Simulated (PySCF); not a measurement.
All values below come from PBE-D3(BJ)/def2-TZVP // PBE-D3(BJ)/def2-SVP (PySCF). Gas-phase values, no solvent. One relaxed conformer stands for a flexible species; it need not be the lowest. Delta-SCF ions had no search for a lower state. 

Reference species (SMILES): `CO[Si](C)(C)C` (C–O–Si–C torsion 61°) (neutral, multiplicity 1).

| Quantity | Value |
|---|---|
| vertical ionisation energy (Delta-SCF) | 9.05 eV |
| HOMO–LUMO gap | 6.16 eV |

Changed species: `C[Si](C)(C)C` (0 of 4 CH3 replaced by OCH3; the reference has 1 of 4 CH3 replaced by OCH3).

Problem. Give the shifts of the vertical ionisation energy (Delta-SCF) and HOMO–LUMO gap.

Solution. the vertical ionisation energy (Delta-SCF) increases by 0.66 eV, to 9.71 eV; the HOMO–LUMO gap rises by 0.91 eV, to 7.07 eV.
